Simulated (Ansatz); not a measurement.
**Worked example: GeH3F + C2H4ClI → GeH3I + C2H4ClF**

Species: GeH3F (fluorogermane) `[F][GeH3]`, singlet; C2H4ClI `CC(Cl)I`, singlet; GeH3I `[GeH3][I]`, singlet; C2H4ClF (1-chloro-1-fluoroethane) `CC(F)Cl`, singlet. The partners trade F for I: Ge–F and C–I bonds give way to Ge–I and C–F.

Shapes, held fixed at every level: PBE0-D4/def2-TZVP. Programs: Ansatz 0.2.0. The zero-point and thermal change to 298 K, harmonic and unscaled (PBE0-D4/def2-TZVP), is +2.1 kJ/mol.

At CCSD(T)/def2-TZVPP; 1 Eh = 2625.50 kJ/mol:

```
species   energy (Eh)
  GeH3F  -2177.169981
C2H4ClI   -835.340602
  GeH3I  -2374.572634
C2H4ClF   -637.942376
```

Work out ΔH(298 K) of the reaction at this level.


1. Products less reactants: (-2374.572634) + (-637.942376) − [(-2177.169981) + (-835.340602)] = -0.004427 Eh = -11.6 kJ/mol.
2. With the thermal change: -11.6 + (+2.1) = -9.5 kJ/mol.

Other levels give -49.3 (HF/def2-SVP) to -13.4 kJ/mol (CCSD/def2-TZVPP). No measured value is set beside it here. For atoms past krypton def2 sets carry core potentials with scalar relativity. Relativity is left out for Ge unless named. Correlated rows may include outer-core shells of Ge, I, which these sets cover unevenly.
